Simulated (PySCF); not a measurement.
Compound: C2H5F3Si.
Cartesian coordinates in Å at the PBE0-D3(BJ)/def2-SVP level; atoms count from 1:
```
atom  x, y, z in Å
C1    -1.408    0.562    0.646
Si2   -0.173   -0.787    0.261
C3     1.445    0.062   -0.366
F4     1.226    0.762   -1.492
F5     2.425   -0.816   -0.629
F6     1.923    0.930    0.543
H7    -1.012    1.228    1.427
H8    -1.606    1.166   -0.253
H9    -2.361    0.140    0.999
H10    0.204   -1.581    1.465
H11   -0.627   -1.693   -0.831
```

Level of theory: core-valence-separated Tamm–Dancoff BHandHLYP/aug-pcX-1 (pcseg-1 on H, def2-SVPD on Si) in PySCF, non-relativistic, gas phase, PBE0-D3(BJ)/def2-SVP geometry. Absolute energies from this functional tend to lie a few eV below measured edges; no shift was applied.

(1) Give energies, oscillator strengths and core holes at the F K edge.

(2) What does the C 1s absorption edge look like?

## Answers

(1) 
```csv
E (eV),f,core hole on,main final orbital
686.75,0.0509,F4/F6,"spread (2 roots, f summed)"
686.84,0.0238,F5,spread
687.79,0.0353,F4/F5/F6,"LUMO+1 (3 roots, f summed)"
687.91,0.0120,F4/F6,"LUMO (2 roots, f summed)"
688.16,0.0093,F5,LUMO+6 (47 %)
688.22,0.0090,F5,LUMO (39 %)
688.55,0.0169,F4/F6,"LUMO+4 (2 roots, f summed)"
688.88,0.0032,F5,LUMO+2 (35 %)
688.92,0.0077,F4/F6,"spread (2 roots, f summed)"
```

The first line with a tenth or more of the strongest one's intensity is at 686.75 eV (f = 0.051, sum of 2), with the hole on F4/F6 (fluorine of a CF3 group). It is also the strongest listed.

(2) 
```
E (eV)       f  core hole on  main final orbital
285.25  0.0006            C1         LUMO (89 %)
286.10  0.0300            C1       LUMO+1 (33 %)
286.21  0.0299            C1              spread
286.26  0.0339            C1       LUMO+3 (53 %)
286.64  0.0143            C1              spread
287.08  0.0006            C1       LUMO+2 (45 %)
287.12  0.0010            C1       LUMO+8 (53 %)
287.47  0.0003            C1       LUMO+6 (43 %)
287.73  0.0003            C1       LUMO+4 (37 %)
288.50  0.0029            C1              spread
288.56  0.0024            C1      LUMO+10 (50 %)
```

The first line with a tenth or more of the strongest one's intensity is at 286.10 eV (f = 0.030), with the hole on C1 (Si-methyl carbon). The strongest listed is at 286.26 eV (f = 0.034; C1).

Roots within 0.03 eV whose holes lie on the same, on equivalent or on shared atoms are summed into one line, and the highest roots are left out, as the search may have cut off their partners. Final orbitals are the ground state's empty Kohn–Sham orbitals.

Task: What is the summed oscillator strength of the listed F K lines, and their intensity-weighted mean energy?

Result: Σf = 0.168 over 9 lines from 686.75 to 688.92 eV; the weighted mean is 687.54 eV. The strongest line holds 30 % of the sum.

The list ends where the root search ended, not at a threshold.

On one thread, Intel Xeon Platinum 8559C (x86_64) (shared host), this took 15 s and 0.89 GiB of memory at its peak.
